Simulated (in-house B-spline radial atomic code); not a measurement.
**Ionising Ar VIII (Ar7+) with different functionals**

Computed with an all-electron radial atomic-structure program (B-spline basis): non-relativistic Hamiltonian, point nucleus, spin-polarised at highest spin, spherical fractional occupations for the functionals, the average over the highest-spin determinants for Hartree-Fock. The ionisation energy is the difference of two self-consistent energies, [Ne] 3s1 → [He] 2s2 2p6, without Breit or QED terms; ε is the level of the shell that loses the electron (its least bound occupied spin orbital).

```json
{"method": "Hartree-Fock", "rung": "Hartree-Fock", "ΔSCF (eV)": "142.46", "-ε(3s) (eV)": "142.50"}
{"method": "HF fractional", "rung": "Hartree-Fock", "ΔSCF (eV)": "142.46", "-ε(3s) (eV)": "142.50"}
{"method": "LDA VWN5", "rung": "LDA", "ΔSCF (eV)": "143.71", "-ε(3s) (eV)": "135.46"}
{"method": "LDA PW92", "rung": "LDA", "ΔSCF (eV)": "143.70", "-ε(3s) (eV)": "135.46"}
{"method": "LDA exchange-only", "rung": "LDA", "ΔSCF (eV)": "142.60", "-ε(3s) (eV)": "134.38"}
{"method": "PBE", "rung": "GGA", "ΔSCF (eV)": "143.91", "-ε(3s) (eV)": "135.39"}
{"method": "PBEsol", "rung": "GGA", "ΔSCF (eV)": "143.46", "-ε(3s) (eV)": "135.26"}
{"method": "BLYP", "rung": "GGA", "ΔSCF (eV)": "144.35", "-ε(3s) (eV)": "135.57"}
{"method": "RPBE", "rung": "GGA", "ΔSCF (eV)": "143.79", "-ε(3s) (eV)": "135.26"}
{"method": "PW91", "rung": "GGA", "ΔSCF (eV)": "144.02", "-ε(3s) (eV)": "135.56"}
{"method": "BP86", "rung": "GGA", "ΔSCF (eV)": "143.43", "-ε(3s) (eV)": "135.48"}
{"method": "AM05", "rung": "GGA", "ΔSCF (eV)": "143.26", "-ε(3s) (eV)": "135.23"}
{"method": "OLYP", "rung": "GGA", "ΔSCF (eV)": "143.85", "-ε(3s) (eV)": "135.33"}
{"method": "TPSS", "rung": "meta-GGA", "ΔSCF (eV)": "143.36", "-ε(3s) (eV)": "135.38"}
{"method": "SCAN", "rung": "meta-GGA", "ΔSCF (eV)": "142.92", "-ε(3s) (eV)": "135.82"}
{"method": "r2SCAN", "rung": "meta-GGA", "ΔSCF (eV)": "142.81", "-ε(3s) (eV)": "135.74"}
{"method": "M06-L", "rung": "meta-GGA", "ΔSCF (eV)": "141.78", "-ε(3s) (eV)": "135.20"}
{"method": "revTPSS", "rung": "meta-GGA", "ΔSCF (eV)": "143.13", "-ε(3s) (eV)": "135.37"}
{"method": "PBE0", "rung": "global hybrid", "ΔSCF (eV)": "143.63", "-ε(3s) (eV)": "137.31"}
{"method": "B3LYP", "rung": "global hybrid", "ΔSCF (eV)": "144.22", "-ε(3s) (eV)": "137.23"}
{"method": "TPSSh", "rung": "global hybrid", "ΔSCF (eV)": "143.29", "-ε(3s) (eV)": "136.14"}
{"method": "M06-2X", "rung": "global hybrid", "ΔSCF (eV)": "143.53", "-ε(3s) (eV)": "139.90"}
{"method": "BHandHLYP", "rung": "global hybrid", "ΔSCF (eV)": "143.91", "-ε(3s) (eV)": "139.35"}
{"method": "r2SCAN0", "rung": "global hybrid", "ΔSCF (eV)": "142.88", "-ε(3s) (eV)": "137.59"}
{"method": "B97-1", "rung": "global hybrid", "ΔSCF (eV)": "143.17", "-ε(3s) (eV)": "136.72"}
{"method": "HSE06", "rung": "range-separated hybrid", "ΔSCF (eV)": "143.67", "-ε(3s) (eV)": "136.97"}
{"method": "wB97X", "rung": "range-separated hybrid", "ΔSCF (eV)": "141.81", "-ε(3s) (eV)": "139.76"}
{"method": "CAM-B3LYP", "rung": "range-separated hybrid", "ΔSCF (eV)": "144.21", "-ε(3s) (eV)": "139.16"}
{"method": "LC-wPBE", "rung": "range-separated hybrid", "ΔSCF (eV)": "143.88", "-ε(3s) (eV)": "140.67"}
```

(1) Among the functionals, which spreads more, the ΔSCF values or the orbital energies?

(2) How do they compare with the NIST value?

Results:

(1) The orbital energies: ΔSCF values span about 2.57 eV and the orbital energies 6.29 eV.

(2) NIST lists 143.457 eV ± 0.0012 (semi-empirical, ground level to ground level). Errors run from -1.68 to +0.89 eV; PBEsol is closest (+0.00 eV), but part of that can be cancellation, since the calculations leave out relativity, Breit-QED terms. Hartree-Fock also lacks correlation.
